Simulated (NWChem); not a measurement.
System: CH$_{4}$AlIO; SMILES C[O][AlH][I]

Excerpt of the output:

```
             Northwest Computational Chemistry Package (NWChem) 7.3.0
             --------------------------------------------------------

 CS  symmetry detected

                             Geometry "geometry" -> ""
                             -------------------------

 Output coordinates in angstroms (scale by  1.889725989 to convert to a.u.)

  No.       Tag          Charge          X              Y              Z
 ---- ---------------- ---------- -------------- -------------- --------------
    1 Al                  13.0000    -1.05324527     1.03436025     0.00000000
    2 H                    1.0000    -2.61879891     1.14050740     0.00000000
    3 I                   53.0000     0.11136729    -1.15071418     0.00000000
    4 O                    8.0000    -0.14532062     2.45380917     0.00000000
    5 C                    6.0000     1.16212692     2.92578561     0.00000000
    6 H                    1.0000     1.90893277     2.11081660     0.00000000
    7 H                    1.0000     1.34469586     3.55232860    -0.89006049
    8 H                    1.0000     1.34469586     3.55232860     0.89006049

 Effective nuclear repulsion energy (a.u.)     369.8478873789

      Symmetry information
      --------------------

 Group name             Cs
 Group number              2
 Group order               2
 No. of unique centers     7

                                 NWChem DFT Module
                                 -----------------

 Summary of "ao basis" -> "ao basis" (spherical)
 ------------------------------------------------------------------------------
       Tag                 Description            Shells   Functions and Types
 ---------------- ------------------------------  ------  ---------------------
 Al                         def2-svp                 8       18   4s3p1d
 H                          def2-svp                 3        5   2s1p
 I                          def2-svp                10       26   4s4p2d
 O                          def2-svp                 6       14   3s2p1d
 C                          def2-svp                 6       14   3s2p1d

      Symmetry analysis of basis
      --------------------------

        a'         64
        a"         28

            General Information
            -------------------
          SCF calculation type: DFT
          Wavefunction type:  closed shell.
          No. of atoms     :     8
          No. of electrons :    56
           Alpha electrons :    28
            Beta electrons :    28
          Charge           :     0
          Spin multiplicity:     1
          Use of symmetry is: on ; symmetry adaption is: on
          Maximum number of iterations: 150
          AO basis - number of functions:    92
                     number of shells:    42
          Convergence on energy requested:  1.00D-06
          Convergence on density requested:  1.00D-05
          Convergence on gradient requested:  5.00D-04

              XC Information
              --------------
                       M06-2X Method XC Functional
                     Hartree-Fock (Exact) Exchange  0.540
                        M06-2X Exchange Functional  1.000
                      M06-2X Correlation Potential  1.000

             Grid Information
             ----------------
          Grid used for XC integration:  medium
          Radial quadrature: Mura-Knowles
          Angular quadrature: Lebedev.
          Tag              B.-S. Rad. Rad. Pts. Rad. Cut. Ang. Pts.
          ---              ---------- --------- --------- ---------
          Al                  1.25       88          10.0       590
          H                   0.35       45          12.0       434
          I                   1.40      123          12.0       590
          O                   0.60       49          10.0       434
          C                   0.70       49          11.0       434
          Grid pruning is: on
          Number of quadrature shells:   444
          Spatial weights used:  Erf1

      Superposition of Atomic Density Guess
      -------------------------------------

 Sum of atomic energies:        -703.23161752

      Non-variational initial energy
      ------------------------------

 Total energy =    -653.994399
 1-e energy   =   -1455.482861
 2-e energy   =     577.485166
 HOMO         =      -0.358423
 LUMO         =       0.012598

      Symmetry analysis of molecular orbitals - initial
      -------------------------------------------------

  Numbering of irreducible representations:

     1 a'          2 a"

  Orbital symmetries:

     1 a'          2 a'          3 a'          4 a'          5 a'
     6 a'          7 a"          8 a'          9 a'         10 a'
    11 a"         12 a'         13 a'         14 a"         15 a'
    16 a"         17 a'         18 a'         19 a'         20 a'
    21 a'         22 a"         23 a'         24 a'         25 a"
    26 a'         27 a"         28 a'         29 a'         30 a"
    31 a'         32 a'         33 a'         34 a'         35 a"
    36 a'         37 a'         38 a'

[...]

                         DFT ENERGY GRADIENTS

    atom               coordinates                        gradient
                 x          y          z           x          y          z
   1 Al     -1.990345   1.954657   0.000000    0.000862  -0.002857   0.000000
   2 H      -4.948812   2.155246   0.000000   -0.003257   0.000794   0.000000
   3 I       0.210454  -2.174534   0.000000    0.000459  -0.001799   0.000000
   4 O      -0.274616   4.637027   0.000000    0.004243   0.004170   0.000000
   5 C       2.196101   5.528933   0.000000   -0.005061  -0.002138   0.000000
   6 H       3.607360   3.988865   0.000000    0.001436  -0.000402   0.000000
   7 H       2.541107   6.712928  -1.681970    0.000659   0.001116  -0.001260
   8 H       2.541107   6.712928   1.681970    0.000659   0.001116   0.001260
```

Level: M06-2X/def2-SVP with def2 effective core potentials on I. Coordinates come from a PBE0/def2-SVP optimisation. def2 effective core potentials on I; no spin-orbit coupling.

Task: Reconstruct the input file.

Result: One answer among several that fit: the input that was run:
```
start job
memory heap 200 mb stack 900 mb global 1100 mb
geometry units angstroms noautoz
  Al    -1.010162    -1.173153    -0.032440
  H     -2.508848    -0.895902    -0.405672
  I      0.474160     0.607847     0.836870
  O     -0.401341    -2.731796    -0.230257
  C      0.751123    -3.492973    -0.073357
  H      1.599375    -2.904634     0.321895
  H      0.567097    -4.330546     0.621451
  H      1.060595    -3.925737    -1.040305
end
basis spherical
  Al library def2-svp
  H library def2-svp
  I library def2-svp
  O library def2-svp
  C library def2-svp
end
ecp
  I library def2-ecp
end
dft
  xc m06-2x
  iterations 150
  mulliken
end
task dft gradient
```
